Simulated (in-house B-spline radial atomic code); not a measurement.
Mg. Computed with a B-spline radial atomic code. Model: non-relativistic spherical atom: semilocal Troullier-Martins pseudo-atom, one channel per l, against all electrons, high spin, G0W0 and RPA with empty states to l = 8, local potential for every l without a channel, a model core (radius 0 = none) keeps its share of the functional.

What the tables leave out is listed at the end.

The pseudopotential gives back the lowest level of each angular momentum of its own functional in the configuration it was made in; a second state of the same l is only approximately right. Exact exchange, RPA and GW see the smooth pseudo-orbitals and miss the exchange with the core, for which the functional's share stands in. The column with an uncorrelated core keeps all orbitals and exact exchange, and so separates missing core correlation from pseudisation. Only the three outermost levels and the lowest empty one were computed. RPA here is direct RPA, with no exchange kernel, and its energies carry an (l + 1/2)⁻⁴ tail. A hybrid on a potential with a model core restores only its own semilocal share of the core's exchange.

Command:
```bash
python run_psgw.py task.json out
```
Settings (lengths in bohr, energies in hartree):
```
Z                      12
electrons              12
configuration          [Ne] 3s2
generated_in           [Ne] 3s2
functional             lda,vwn
core_shells            2
radius_factor          1
core_correction        True
ion_configuration      [Ne] 3s1
```

Cost of the run: 40 s on 1 thread of Arm Neoverse N1, on a shared host.

Given: made with LDA VWN5; model core radius 0.201 bohr; local radius 0.982 bohr; mean-field start LDA VWN5.

Valence shells of the generating configuration: 2p, 3s.

Channel: s 2.504, p 0.714 (radii in bohr).

Computed: largest level miss in the spin-unpolarised generating configuration 0 eV; valence RPA correlation energy pseudo -0.5249 hartree; pseudo-atom RPA polarisability 53.073 bohr³; ionisation by mean-field all-electron 7.7209 eV; ionisation by mean-field pseudo minus all -0.002 eV; ionisation by RPA all-electron 8.0165 eV; ionisation by RPA pseudo minus all 0.153 eV.

```tsv
level	occupied	mean-field all-electron (eV)	mean-field pseudo minus all (eV)	G0W0 all-electron (eV)	G0W0 uncorrelated core minus all (eV)	G0W0 pseudo minus all (eV)	exchange self-energy all-electron (eV)	exchange self-energy pseudo (eV)
3s	1	-4.7736	0	-7.5347	-0.025	-0.15	-9.0787	-8.6434
```

What is the valence RPA correlation energy all-electron orbitals?

-0.42353 hartree.

What is the all-electron RPA polarisability, core included?

53.033 bohr³.

Given: mean-field start PBE0.

Computed: valence RPA correlation energy all-electron orbitals -0.39684 hartree; valence RPA correlation energy pseudo -0.49993 hartree; all-electron RPA polarisability, core included 46.37 bohr³; pseudo-atom RPA polarisability 45.767 bohr³; ionisation by mean-field all-electron 7.5415 eV; ionisation by RPA all-electron 7.8399 eV.

```
level  occupied  mean-field all-electron (eV)  mean-field pseudo minus all (eV)  G0W0 all-electron (eV)  G0W0 uncorrelated core minus all (eV)  G0W0 pseudo minus all (eV)  exchange self-energy all-electron (eV)  exchange self-energy pseudo (eV)
   3s         1                       -5.4255                            -0.018                 -7.6709                                 -0.022                      -0.136                                 -8.8703                           -8.5929
```

What is the ionisation by mean-field pseudo minus all?

0.024 eV.

What is the ionisation by RPA pseudo minus all?

0.12 eV.

Among the listed levels the largest G0W0 shift of the pseudo-atom is -0.15 eV, for 3s on the LDA VWN5 start, while leaving the core uncorrelated moves that level by -0.03 eV. The rest, -0.12 eV, comes from pseudisation and the lost core exchange. Not in the tables (levels of low weight, unsolved or above zero; the highest and the empty levels are kept at any weight): on LDA the G0W0 levels 2p (pseudo minus all +2.32 eV, weights 0.06 and 0.06), 3p (pseudo minus all +0.03 eV, weights 0.85 and 0.85); on PBE0 the G0W0 levels 2p (pseudo minus all +3.70 eV, weights 0.57 and 0.03), 3p (pseudo minus all +0.05 eV, weights 0.91 and 0.91); no Hartree-Fock pseudo-atom is run with a model core.
